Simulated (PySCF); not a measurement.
C₃H₇NSi, SMILES NC=C=C[SiH3]. Geometry: PBE-D3(BJ)/def2-SVP. The structure was generated by enumeration; whether it is a known compound was not checked. The values are those of a single conformer.

Computed equilibrium geometry at PBE-D3(BJ)/def2-SVP (PySCF confirms it by a frequency run) as a Z-matrix (one conformer of several):
```
C
C 1 1.3228
C 1 1.3290 2 174.61
N 3 1.4035 1 127.42 2 87.83
H 4 1.0237 3 113.84 1 15.02
H 4 1.0240 5 110.50 3 -129.14
H 3 1.1059 1 118.09 2 -88.31
H 2 1.1112 1 119.61 3 176.63
Si 2 1.8855 8 117.90 1 179.71
H 9 1.5025 2 109.58 8 179.46
H 9 1.5083 10 109.30 2 -121.63
H 9 1.5087 10 109.28 11 -116.73
```
Charge 0, spin multiplicity 1.
